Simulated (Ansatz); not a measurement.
Ideal-gas functions of Cl$_{2}$GeH$_{2}$S (`[SH][GeH]([Cl])[Cl]`) at 800 K and 1 bar, from an Ansatz frequency run at PBE0-D4/def2-TZVP.

Molar mass 177.6 g/mol, point group C1 (symmetry number 1), electronic degeneracy 1, moments of inertia 235.389, 248.003, 426.682 u Å². Harmonic wavenumbers (cm⁻¹, unscaled): 103, 131, 166, 173, 406, 437, 444, 676, 715, 770, 2187, 2703.

Use S(trans) = R[1.5 ln M + 2.5 ln T − 1.1517]; rotational temperatures θ = 24.2544 K / I; S(rot) = R[ln(√π/σ · √(T³/θAθBθC)) + 1.5]; for each mode x = 1.438777 ν̃/T, S = R[x/(eˣ − 1) − ln(1 − e⁻ˣ)] and H = RT x/(eˣ − 1); 1 cm⁻¹ = 0.0119627 kJ/mol; R = 8.31446 J/(mol·K).

Task: By hand: the entropy, in J/(mol·K).

Result: Translation 194.0. Rotation: θ = 0.103, 0.0978, 0.0568 K, giving 131.6. Vibration, mode by mode: 22.35, 20.35, 18.40, 18.06, 11.11, 10.53, 10.40, 7.18, 6.77, 6.24, 0.82, 0.38, in all 132.6. Electronic 0.0. Sum 458.2 J/(mol·K).

Task: By hand: H − E and G − E in kJ/mol, counted from the electronic energy.

Result: Zero-point energy ½ × 8911 × 0.0119627 = 53.3; thermal vibration 47.1; translation, rotation and pV give 4 RT = 26.6. H − E = 127.0 kJ/mol, and G − E = 127.0 − 800 × 458.2/1000 = -239.6 kJ/mol.

Vibration gives 29 % of the entropy, 42.7 J/(mol·K) of it from the modes under 150 cm⁻¹: soft modes count most, and the harmonic formula is weakest for them. The sum counts one conformer and one mirror image; others add a mixing term.
